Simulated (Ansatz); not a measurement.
The same path of BFH2 + BrH (6 atoms, charge 0, multiplicity 1) was run twice with different band settings. Lost on the way: B1–F2, Br5–H6. Made: B1–Br5, F2–H6.

Level of theory: Ansatz, RKS B3LYP-D4/def2-SVP.

Relaxed end points:

```xyz
6
Properties=species:S:1:pos:R:3
B -0.008 0.314 -0.078
F -0.015 0.654 1.205
H 1.060 0.237 -0.631
H -1.073 0.165 -0.624
Br 0.100 -2.738 0.941
H 0.081 -1.915 2.110
```

```xyz
6
Properties=species:S:1:pos:R:3
B 0.017 -0.414 -0.156
F 0.007 0.134 1.728
H 1.058 0.085 -0.470
H -1.059 0.012 -0.461
Br 0.085 -2.355 0.215
H 0.038 -0.745 2.066
```

Common settings: spring 5.0 eV/Å²; optimiser quadratic models (default); start path through a guess of the saddle point; force threshold 0.05 eV/Å; iteration limit 60; end points relaxed.

| run | movable images | climbing image |
| --- | --- | --- |
| 1 | 5 | yes |
| 2 | 2 | no |

(1) What does each run give, and how far can it be trusted?

Answers

(1) Run 1: converged after 10 iterations, highest image 0.969 eV above the first end. A vibrational analysis at the climbing image gives one clearly imaginary mode, 891i cm⁻¹: a first-order saddle point.
Run 2: converged after 9 iterations, highest image 0.967 eV above the first end. No image climbed, so the highest image needn't sit at the top of the path. So few images can step over the top or miss a turn of the path.
The orbitals stay closed-shell, which can raise the energy where a bond breaks towards radicals; this wasn't checked here.
